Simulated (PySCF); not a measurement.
**Electron correlation in F⁺ (fluorine, charge +1)**

[He] 2s2 2p3 3s1, 3s spin antiparallel (an excited configuration). All numbers are calculated (PySCF 2.14, no relativity, point nucleus, in dyall-av2z (11s7p2d, 42 functions)). Frozen: 1s2; 6 electrons correlated; the 8 highest virtual orbitals of each spin left out.

MP2 pair energies summed by pair of shells (mhartree):

```json
{"pair": "2s-2p", "energy": "-56.05", "share (%)": "58.4"}
{"pair": "2p-2p", "energy": "-20.05", "share (%)": "20.9"}
{"pair": "2s-2s", "energy": "-9.16", "share (%)": "9.5"}
{"pair": "2p-3s", "energy": "-6.80", "share (%)": "7.1"}
{"pair": "2s-3s", "energy": "-3.88", "share (%)": "4.0"}
```

Total MP2 correlation energy: -95.94 mhartree.

Same-spin part -28.24 and opposite-spin part -67.70 mhartree; SCS-MP2 scales them by 1/3 and 6/5 to -90.65 mhartree.
